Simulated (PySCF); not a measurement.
Structure from 2D NMR

Compound of formula C6H10OSi2. Correlations simulated from computed shifts and the bond graph:

HSQC (one-bond C–H):
| δH | δC |
| --- | --- |
| 7.34 | 159.8 |
| 7.21 | 154.6 |
| 6.60 | 147.6 |
| 6.51 | 129.2 |
| 6.48 | 153.3 |
| 5.62 | 129.2 |

COSY cross peaks (H two or three bonds apart, from the bond graph; peaks can be absent where the dihedral angle is near 90°):
| δH | δH |
| --- | --- |
| 7.34 | 7.21 |
| 7.34 | 5.10 |
| 7.21 | 4.61 |
| 7.21 | 4.58 |
| 6.60 | 4.61 |
| 6.60 | 4.58 |
| 6.51 | 6.48 |
| 6.51 | 5.62 |
| 6.48 | 5.62 |
| 4.61 | 4.58 |

HMBC (two and three bonds, from the bond graph):
| δH | δC |
| --- | --- |
| 7.34 | 165.1, 154.6 |
| 7.21 | 159.8, 147.6 |
| 6.60 | 165.1, 154.6, 153.3 |
| 6.51 | 165.1, 153.3 |
| 6.48 | 165.1, 147.6, 129.2 |
| 5.62 | 165.1, 153.3 |
| 5.10 | 165.1, 159.8, 154.6, 153.3, 147.6 |
| 4.61 | 165.1, 159.8, 154.6, 147.6 |
| 4.58 | 165.1, 159.8, 154.6, 147.6 |

Carbons without hydrogens: δ 165.1.

Computational details: structure optimised with PBE0-D3(BJ)/def2-SVP, NMR shieldings at PBE0/pcSseg-1/GIAO, in PySCF 2.14 (one conformer, gas phase, non-relativistic).

References, each an isolated molecule treated in the same way: TMS for ¹H, ¹³C.

Exchangeable hydrogens are left out of these lists.

Question: Which molecule is this?

Answer: SMILES C1=C[SiH2]C=C(C=C)[Si@H]1O.

Atoms are numbered as in `[CH2:1]=[CH:2][C:3]1=[CH:4][SiH2:5][CH:6]=[CH:7][Si@@H:8]1[OH:9]` (H(Xn): hydrogen on atom n). Ha(C1) is cis to C3; Ha(Si5) is cis to O9 on the ring; Hb(C1) is trans to C3; Hb(Si5) is trans to O9 on the ring.

1. δC 165.1 is C3, a fully substituted alkene carbon.
2. δC 159.8 is C7, an alkene CH (δH 7.34).
3. δC 154.6 is C6, an alkene CH (δH 7.21).
4. δC 153.3 is C2, an alkene CH (δH 6.48).
5. δC 147.6 is C4, an alkene CH (δH 6.60).
6. δC 129.2 is C1, a terminal =CH2 carbon (δH 6.51, 5.62).
7. HMBC from δH 7.34 reaches the proton-free carbon C3.
8. HMBC from δH 6.60 reaches the proton-free carbon C3.
9. HMBC from δH 6.51 reaches the proton-free carbon C3.
10. HMBC from δH 6.48 reaches the proton-free carbon C3.
11. COSY links 7.34–7.21, 7.34–5.10, 7.21–4.61, 7.21–4.58, 6.60–4.61, 6.60–4.58.

The data come from this structure; uniqueness wasn't tested.

OH and NH positions are those of a molecule without intermolecular hydrogen bonds; in solution they move with solvent, concentration and temperature, and exchange usually removes their couplings. Shifts are as computed. Against solution values, carbons near 30 ppm lie about +2 ppm off and those near 130 ppm about +5 ppm. Of 1211 compounds with measured shifts, 218 miss one by over three times the rms of a fit or turn the order of signals round; such compounds aren't used in these exercises.
